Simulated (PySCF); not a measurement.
Os(CO)2 (C2O2Os), SMILES [O+]#[C-]->[Os]<-[C-]#[O+] (connectivity only; charge and spin as stated), neutral, multiplicity 3. Atoms are numbered in the order given.

```xyz
5

Os     0.0000     0.0000    -0.4338
O      0.0000    -2.2637     1.5412
C      0.0000    -1.4787     0.6924
O      0.0000     2.2637     1.5412
C      0.0000     1.4787     0.6924
```
Charge 0, spin multiplicity 3.

Geometry: PBE0-D3(BJ)/def2-SVP. The spin state was assumed, not searched. The def2 effective core potentials stand for the cores of Os; spin–orbit coupling is left out.

Computed with CAM-B3LYP/def2-TZVPD (PySCF).

Mulliken values depend strongly on the basis, most of all with diffuse functions as here. ESP charges are fitted to the potential on shells at 1.4 to 2.0 van der Waals radii. Atomic charges (e):

```
atom  Mulliken  ESP fit  Mulliken spin
----  --------  -------  -------------
Os1       0.24     0.36           1.73
O2       -0.33    -0.17           0.04
C3        0.21    -0.01           0.09
O4       -0.33    -0.17           0.04
C5        0.21    -0.01           0.09
```
